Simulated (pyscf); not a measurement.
# [O–WH(=O)(OH)–OH]•, doublet

Gas-phase minimum from PySCF at ωB97X-D3(BJ)/def2-SVP, one conformer. [O–WH(=O)(OH)–OH]• lies 44.3 kcal/mol over its isomer [O=W(OH)(OH)–OH]• (electronic energy, ωB97M-D3(BJ)/def2-TZVP). 

```xyz
8

O     -0.5841     1.0404    -0.1473
W     -0.8501    -0.3607    -1.0553
O     -1.4832    -1.6402     0.0546
O      0.7925    -1.2307    -1.4019
O     -1.4438     0.1343    -2.7761
H     -2.6129    -0.5902    -0.8302
H      1.0308    -2.1630    -1.3514
H     -2.2823     0.0718    -3.2427
```
Charge 0, spin multiplicity 2.

Bond lengths (Å): O1–W2 1.691, W2–O3 1.808, W2–O4 1.891, W2–O5 1.886, W2–H6 1.792, O4–H7 0.964, O5–H8 0.962. Bond angles (°): O1–W2–O3 108.2, O1–W2–O4 110.1, O1–W2–O5 108.8, O1–W2–H6 101.2, O3–W2–O4 95.2, O3–W2–O5 129.4, O3–W2–H6 59.2, O4–W2–O5 103.1, O4–W2–H6 145.0, O5–W2–H6 80.7, W2–O4–H7 130.6, W2–O5–H8 134.4.

Properties at ωB97X-D3(BJ)/def2-SVP:

```yaml
harmonic_wavenumbers_unscaled: 132, 174, 209, 234, 272, 286, 319, 475, 520, 615, 678, 731, 759, 864, 1072, 1614, 3931, 3958 cm⁻¹
zero_point_energy: 24.1 kcal/mol
rotational_symmetry_number: 1
Entropy of this conformer at 298 K and 1 atm, rigid rotor and harmonic oscillator, modes under 100 cm⁻¹ raised to 100: 363.4 J/(mol K)
dipole_moment: 3.76 D
Spin expectation value S2: 0.766
```

Single-point totals, which compare only within one level:

```json
[
 {"level": "ωB97X-D3(BJ)/def2-TZVP", "total energy (hartree)": "-370.09373"},
 {"level": "PBE/def2-TZVP", "total energy (hartree)": "-369.79015"},
 {"level": "r²SCAN/def2-TZVP", "total energy (hartree)": "-369.94618"},
 {"level": "B3LYP-D3(BJ)/def2-TZVP", "total energy (hartree)": "-370.07073"},
 {"level": "PBE0-D3(BJ)/def2-TZVP", "total energy (hartree)": "-369.70449"},
 {"level": "M06-2X/def2-TZVP", "total energy (hartree)": "-369.77500"},
 {"level": "ωB97M-D3(BJ)/def2-TZVP", "total energy (hartree)": "-370.03874"}
]
```

Soft torsions are taken as harmonic, which can shift the entropy by several J/(mol K). Open-shell species with a d-block atom are single-reference here; other states, and whether the spin sits on metal or ligand, were not checked. Elements past Kr carry the def2 core potentials, without spin-orbit coupling.
